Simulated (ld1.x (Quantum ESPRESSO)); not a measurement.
**Tl: excitation energies, all-electron against TM**

```
Element                 : Tl
Generator               : ld1.x (Quantum ESPRESSO) 7.5
Type                    : norm-conserving Troullier–Martins (Kleinman–Bylander form)
Functional              : PW91
Relativity              : fully relativistic
Frozen core             : [Xe] 4f14
Valence charge          : 13
Reference configuration : 5d10 6s1 6p0 (charge +2)
Partial waves           : 6s (bound): rc 1.60 bohr; 5d (bound): rc 1.55 bohr; 6p (bound, empty): rc 2.60 bohr
Local potential         : the p channel
Core correction         : a·sin(br)/r model core inside 1.40 bohr
```

Open shells are filled in proportion to 2j + 1 (rel_dist='average').

Energies are relative to the spin-unpolarised reference configuration 5d10 6s1 6p0; without spin polarisation the order of configurations can differ from experiment. The p channel is local and has no spin–orbit splitting in the pseudo-atom.

```tsv
valence configuration	charge	ΔE all-electron (eV)	error AE − PS (meV)
5d10 6s2 6p1	0	-26.213	-78
5d10 6s0 6p0	+3	30.250	-18
5d10 6s2 6p0.5	+0.5	-24.290	-44
5d9 6s2 6p1	+1	-4.957	-264
5d10 6s0 6p3	0	-11.195	-258
```

Task: What are ΔE and the potential's error for 5d9 6s2 6p2?

Result: ΔE = -11.645 eV all-electron; the error (AE − PS) is -388 meV.

Task: What are ΔE and the potential's error for 5d10 6s2 6p0?

Result: ΔE = -20.882 eV all-electron; the error (AE − PS) is -6.3 meV.

Levels in the configuration 5d10 6s2 6p0.5:

| level | all-electron (eV) | pseudo (eV) |
| --- | --- | --- |
| 5d j=3/2 | -20.266 | -20.283 |
| 5d j=5/2 | -18.064 | -18.078 |
| 6s j=1/2 | -12.820 | -12.819 |
| 6p j=1/2 | -6.104 | -5.201 |
| 6p j=3/2 | -4.858 | -5.201 |

These tests converged, but a pseudo level misses the all-electron one widely, so the file describes the atom poorly there or has found another state: 5d9 6s2 6p2: 6p by 1.0 eV.
